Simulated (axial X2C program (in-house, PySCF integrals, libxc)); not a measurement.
Which molecule has these constants?

Computed with an in-house relativistic program for diatomic molecules, spin-free (one-electron X2C) or two-component (2c: spin–orbit coupling with atomic mean-field Coulomb and Gaunt terms, which also bring small scalar terms), in Dyall basis sets with cores contracted in-house; open shells are unrestricted.

A two-component PBE0 calculation in a Dyall 3-zeta basis gave Re = 2.287 Å, ωe = 432.8 cm⁻¹, De = 1.59 eV, Ω = 1/2.

**Question.** Which molecule is it?
A. LiBr⁻
B. HBr⁻
C. NaBr⁻

**Answer.** A. The others have HBr⁻ 1.501 Å and 1392.2 cm⁻¹ (Ω = 1/2); NaBr⁻ 2.661 Å and 213.6 cm⁻¹ (Ω = 1/2).

Each entry is the lowest single determinant of a limited PBE0 search at one distance. De goes to single-determinant-based atoms at the same level (for ions the charge split of lowest energy) and is withheld (n/a) where an atom does not fit its ground term or J level. Main or longest-lived isotopes.
